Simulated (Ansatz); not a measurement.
Relaxation of BrClF3H3NTa (10 atoms, charge 0, multiplicity 1), to a largest force component of 0.03 eV/Å in at most 50 steps.

These are results of RHF/def2-SVP in Ansatz, not measurements.

```xyz
10
Properties=species:S:1:pos:R:3
Ta -0.454 0.425 -0.279
N 2.848 -0.031 -0.222
H 3.294 -0.254 0.651
H 3.330 -0.511 -0.962
F 0.139 0.628 1.470
Cl -0.052 -0.293 -2.452
F -2.175 1.037 -0.294
F -0.807 -1.344 0.177
Br 0.789 2.674 -0.782
H 2.932 0.981 -0.381
```

Problem. Where does it end, and by what steps?

Solution. The run converged. The force dipped under the threshold on the way, but the program's further checks kept it going. After 27 steps the energy has fallen by 1.172 eV; H4 moved furthest, 1.11 Å. Joined: Ta1–N2 (3.33 → 2.34 Å).

```tsv
step	energy less start (eV)	largest force component (eV/Å)	accepted
0	0.0000	1.202	yes
1	-0.3359	0.969	yes
2	-0.6700	1.107	yes
3	-0.9822	0.903	yes
4	-1.1049	0.645	yes
5	-1.1420	0.387	yes
6	-1.1464	0.196	yes
7	-1.1586	0.103	yes
8	-1.1595	0.034	yes
9	-1.1598	0.019	yes
10	-1.1602	0.029	yes
11	-1.1606	0.066	yes
12	-1.1611	0.079	yes
13	-1.1609	0.290	no
14	-1.1625	0.035	yes
15	-1.1611	0.250	no
16	-1.1638	0.017	yes
17	-1.1646	0.098	yes
18	-1.1641	0.238	no
19	-1.1656	0.043	yes
20	-1.1665	0.034	yes
21	-1.1675	0.080	yes
22	-1.1658	0.292	no
23	-1.1687	0.048	yes
24	-1.1695	0.076	yes
25	-1.1696	0.142	yes
26	-1.1698	0.157	yes
27	-1.1717	0.011	yes
```

```xyz
10
Properties=species:S:1:pos:R:3
Ta 0.021 0.473 -0.302
N 2.316 0.035 -0.231
H 2.675 0.248 0.689
H 2.483 -0.947 -0.401
F 0.328 0.660 1.543
Cl 0.251 0.047 -2.614
F -1.809 0.723 -0.254
F 0.004 -1.383 -0.006
Br 0.717 2.895 -0.598
H 2.858 0.560 -0.900
```

Whether the end is a true minimum wasn't checked by a vibrational analysis.

The run took 64 s on 4 threads of Arm Neoverse V2, with other jobs on the host, peak memory 0.51 GiB.
